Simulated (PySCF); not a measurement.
Ga(AsH2)(F)2 (AsF₂GaH₂), SMILES [Ga]([F])([AsH2])[F].

Geometry optimised at PBE0-D3(BJ)/def2-SVP.

Two levels are set side by side: PBE/def2-TZVP (PySCF) and B3LYP/def2-TZVP (PySCF). Same geometry, gas phase. Differences are taken from unrounded values.

```tsv
quantity	B3LYP	PBE	PBE minus B3LYP
orbital gap (eV)	6.52	5.05	-1.46
highest occupied level (eV)	-8.32	-7.39	0.93
lowest empty level (eV)	-1.80	-2.34	-0.54
dipole moment (D)	3.39	3.20	-0.18
mean polarisability (bohr³)	56.5	58.6	2.0
```

PBE's occupied levels lie high since its potential decays too fast outside the molecule; exact exchange lowers them and widens the gap. Loosely held outer electrons make PBE densities more polarisable. Differences between two approximate levels are no errors against the true value.

Rough cost on one machine, each run with all the roots and properties that it gave: B3LYP against PBE within a factor of 2.
